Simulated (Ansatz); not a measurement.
C6H18ClGeN3, SMILES `C[N](C)[Ge]([Cl])([N](C)C)[N](C)C` at its PBE0-D4/def2-TZVP geometry, where that method's forces vanish. Charge 0, multiplicity 1.

```
atom   x (Å)   y (Å)   z (Å)
  C1  -1.174   0.513   1.987
  N2   0.192   0.721   1.562
  C3   1.145   0.578   2.635
 Ge4   0.612   0.232  -0.147
 Cl5   2.687   0.806  -0.422
  N6  -0.539   1.126  -1.221
  C7  -0.829   2.514  -0.945
  C8  -0.594   0.799  -2.627
  N9   0.517  -1.522  -0.649
 C10  -0.788  -2.142  -0.607
 C11   1.589  -2.441  -0.357
 H12  -1.450   1.259   2.743
 H13  -1.861   0.626   1.145
 H14  -1.339  -0.481   2.431
 H15   1.116  -0.417   3.105
 H16   2.159   0.757   2.275
 H17   0.935   1.316   3.419
 H18  -0.160   3.195  -1.493
 H19  -0.722   2.721   0.120
 H20  -1.858   2.752  -1.241
 H21  -0.315  -0.243  -2.786
 H22  -1.611   0.946  -3.010
 H23   0.081   1.427  -3.227
 H24  -1.017  -2.596   0.370
 H25  -0.850  -2.938  -1.360
 H26  -1.569  -1.412  -0.833
 H27   1.593  -3.254  -1.094
 H28   2.554  -1.937  -0.413
 H29   1.498  -2.903   0.639
```

(1) For each bond, give half the difference of the two atoms' forces along it (eV/Å; positive pushes the atoms apart) under PBE-D4, r2SCAN-D4, B3LYP-D4, ωB97M-V in def2-TZVPP. (An estimate is asked.)

Results:

(1) Ansatz gave: 
```
   bond  length (Å)  PBE-D4  r2SCAN-D4  B3LYP-D4  ωB97M-V
  C1–N2       1.445    0.02       0.16      0.16     0.23
 C1–H12       1.097    0.11      -0.03     -0.08    -0.10
 C1–H13       1.092    0.08      -0.05     -0.12    -0.07
 C1–H14       1.102    0.11      -0.03     -0.06    -0.10
 C3–H16       1.090    0.08      -0.06     -0.12    -0.10
 Ge4–N6       1.810    0.12      -0.05     -0.01    -0.12
 Ge4–N9       1.827    0.10      -0.05      0.00    -0.14
 C7–H19       1.091    0.08      -0.06     -0.12    -0.08
 C7–H20       1.097    0.10      -0.04     -0.08    -0.10
 C8–H23       1.100    0.11      -0.03     -0.06    -0.09
C10–H24       1.102    0.11      -0.03     -0.06    -0.10
C10–H26       1.092    0.08      -0.05     -0.12    -0.07
C11–H28       1.090    0.08      -0.06     -0.12    -0.10
C11–H29       1.102    0.11      -0.03     -0.06    -0.10
```

B3LYP here is the variant with VWN-RPA as its local correlation; programs differ in this.
